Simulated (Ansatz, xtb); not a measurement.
**AlH7NSi2+: which of two structures lies lower**

We compare a, a singlet given by its coordinates, with b, a singlet given by its coordinates. Both are isolated ions in the gas phase, relaxed with PBE0-D3(BJ)/pcseg-1.

a (Å):

```yaml
atoms:
  - { symbol: Al, position_ang: [0.5352, -1.9915, -1.7810] }
  - { symbol: N, position_ang: [-0.7143, -0.6833, -1.2260] }
  - { symbol: Si, position_ang: [-0.5389, 0.9706, -1.2182] }
  - { symbol: Si, position_ang: [-2.2157, 2.4604, -0.4862] }
  - { symbol: H, position_ang: [-0.0015, -3.4557, -1.6374] }
  - { symbol: H, position_ang: [-1.6116, -1.0400, -0.8879] }
  - { symbol: H, position_ang: [0.7944, 1.3801, -1.7260] }
  - { symbol: H, position_ang: [1.8589, -1.3041, -2.2721] }
  - { symbol: H, position_ang: [-1.5865, 3.2060, 0.6341] }
  - { symbol: H, position_ang: [-2.4983, 3.3117, -1.6703] }
  - { symbol: H, position_ang: [-3.3533, 1.6000, -0.0756] }
```

Close contacts (Å): Al1–N2 1.89, N2–Si3 1.66, Si3–Si4 2.36, Al1–H5 1.57, Al1–H8 1.57, N2–H6 1.02, Si3–H7 1.48, Si4–H9 1.49, Si4–H10 1.49, Si4–H11 1.48.

b (Å):

```
atom    x (Å)    y (Å)    z (Å)
  Al   0.0334   0.1583  -1.8842
   N  -0.8973  -1.0560  -2.7633
  Si  -0.8833  -2.2560  -1.5019
  Si   1.2378   2.1818  -1.2095
   H  -0.0294  -3.4489  -1.6978
   H  -0.0376  -1.2596  -0.5931
   H  -2.1466  -2.4982  -0.7698
   H  -1.3340  -1.1375  -3.6758
   H   2.6240   1.7307  -0.9243
   H   0.5219   2.6753  -0.0053
   H   1.1429   3.1015  -2.3720
```

Close contacts (Å): Al1–N2 1.76, Al1–Si3 2.61, Al1–Si4 2.45, N2–Si3 1.74, Al1–H6 1.92, N2–H8 1.01, Si3–H5 1.48, Si3–H6 1.59, Si3–H7 1.48, Si4–H9 1.49, Si4–H10 1.49, Si4–H11 1.49.

Question: Which of the two would you expect CCSD(T)/def2-SVP + ΔMP2/def2-TZVPP electronic energies to favour?

Answer: Structure b; the calculation gives E(b) − E(a) = −0.421 eV.

How the difference moves with the method:

```
                             level             geometry  E(b) − E(a) (eV)  departure from the last row (eV)  job, with rough time for the two
               PBE0-D3(BJ)/pcseg-1  PBE0-D3(BJ)/pcseg-1              −0.384                            +0.038                optimisation, 82 s
                       HF/def2-SVP  PBE0-D3(BJ)/pcseg-1              −0.178                            +0.244           part of the CCSD(T) run
                      MP2/def2-SVP  PBE0-D3(BJ)/pcseg-1              −0.330                            +0.091           part of the CCSD(T) run
                  CCSD(T)/def2-SVP  PBE0-D3(BJ)/pcseg-1              −0.321                            +0.100                      single point
CCSD(T)/def2-SVP + ΔMP2/def2-TZVPP  PBE0-D3(BJ)/pcseg-1              −0.421                                                  single point, 13 s
```

The levels shown agree on the order. The largest departure from CCSD(T)/def2-SVP + ΔMP2/def2-TZVPP is that of HF/def2-SVP, 0.244 eV. Levels run at GFN2-xTB geometries aren't shown. The last row adds to CCSD(T) the change of the MP2 difference between the two basis sets, here −0.100 eV.

With harmonic frequencies from PBE0-D3(BJ)/pcseg-1 (ideal gas, rigid rotor, one conformer each, 298.15 K, 1 atm): on the last row, ΔE + ΔZPE = −0.338 eV. A mode under 50 cm⁻¹ makes harmonic enthalpies and free energies unreliable, so none is given.

The correlated steps freeze 16 core orbitals. Programs: Ansatz 0.2.0; the last row on 2 threads of Intel(R) Xeon(R) 6975P-C (Granite Rapids) on a shared host.
